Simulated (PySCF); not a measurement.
This PySCF input asks for the NMR shieldings of SMILES CC(/C=C\C)(C)CC(F)F, C$_{8}$H$_{14}$F$_{2}$; the geometry comes from GFN2-xTB.

```python
import basis_set_exchange as bse
import numpy as np
from pyscf import gto, dft
from pyscf.prop import nmr

atoms = """
C    -2.407724    0.941802   -0.232024
C    -1.822952    0.130828    0.877911
C    -0.665877   -0.513570    0.944844
C     0.430946   -0.656842   -0.089363
C    -0.063951   -1.502847   -1.271507
C     1.616511   -1.387631    0.553011
C     0.908737    0.711029   -0.618054
C     1.241484    1.708831    0.477859
F     2.489799    1.524559    0.976607
F     1.234275    2.974659   -0.020506
H    -1.928824    0.765082   -1.188672
H    -2.325552    2.003263    0.006498
H    -3.467329    0.710215   -0.330255
H    -2.457090    0.096051    1.756504
H    -0.454770   -1.038150    1.867997
H     0.741282   -1.656613   -1.986486
H    -0.894695   -1.029382   -1.785481
H    -0.398284   -2.474231   -0.915817
H     1.996015   -0.839982    1.411431
H     2.427279   -1.500704   -0.163400
H     1.312911   -2.378836    0.882973
H     1.800215    0.574512   -1.234336
H     0.139430    1.173952   -1.234912
H     0.536429    1.683768    1.322733
"""
names = dict.fromkeys(["C", "F", "H"], "pcSseg-1")
basis = {el: gto.basis.parse(bse.get_basis(n, elements=[el], fmt="nwchem")) for el, n in names.items()}
mol = gto.M(atom=atoms, basis=basis, charge=0, verbose=0)
mf = dft.RKS(mol, xc="PBE0")
mf.grids.level = 2
mf.grids.alignment = dft.numint.BLKSIZE   # the property module wants whole blocks of grid points
mf.conv_tol = 1e-9
mf.kernel()

calc = nmr.RKS(mf)   # GIAO
C = mf.mo_coeff
Co = C[:, mf.mo_occ > 0]
resp = mf.gen_response(singlet=True, hermi=2)
def vind(x):   # induced exchange potential for any number of trial vectors
    d = np.einsum("pi,xij,qj->xpq", C, 2 * x.reshape(-1, C.shape[1], Co.shape[1]), Co, optimize=True)
    return np.einsum("xpq,pi,qj->xij", resp(d - d.transpose(0, 2, 1)), C, Co, optimize=True).ravel()
mo1, _ = nmr.rhf.solve_mo1(calc, with_cphf=vind)
sigma = calc.kernel(mo1)
for i, s in enumerate(sigma):   # ppm
    print("%2d %-2s %9.2f" % (i, mol.atom_pure_symbol(i), np.trace(s) / 3))
```

**Question.** Give the expected output.

**Answer.** 
```
 0 C     168.43
 1 C      50.98
 2 C      41.71
 3 C     151.84
 4 C     155.83
 5 C     153.49
 6 C     136.82
 7 C      62.33
 8 F     305.82
 9 F     301.88
10 H      29.56
11 H      29.89
12 H      29.89
13 H      25.80
14 H      26.04
15 H      30.74
16 H      30.16
17 H      30.52
18 H      30.03
19 H      31.06
20 H      30.64
21 H      29.89
22 H      29.35
23 H      25.30
```

These numbers come from an equivalent density-fitted implementation of the same equations, which agrees with the script to about 0.01 ppm for H and up to a few tenths of a ppm for heavy atoms, so last digits may differ.

**Question.** Turn these shieldings into chemical shifts. Scale: TMS for ¹³C (186.93 ppm), ¹H (31.72 ppm); CFCl3 for ¹⁹F (170.95 ppm) (reference shieldings calculated alike).

**Answer.** Averaging equivalent atoms: C 2: 145.2; C 1: 135.9; C 7: 124.6; C 6: 50.1; C 3: 35.1; C 4/5: 32.3; C 0: 18.5; F 8/9: -132.9; H 23: 6.42; H 13: 5.91; H 14: 5.67; H 21/22: 2.10; H 10/11/12: 1.94; H 15/16/17/18/19/20: 1.19 ppm. Unscaled 19F shifts against computed CFCl3 carry errors that often reach 10 to 50 ppm.

Size and cost of the density-fitted run: 240 basis functions, 100 s wall time on 1 thread of an Arm Neoverse N1, shared host; peak memory 1.1 GiB.
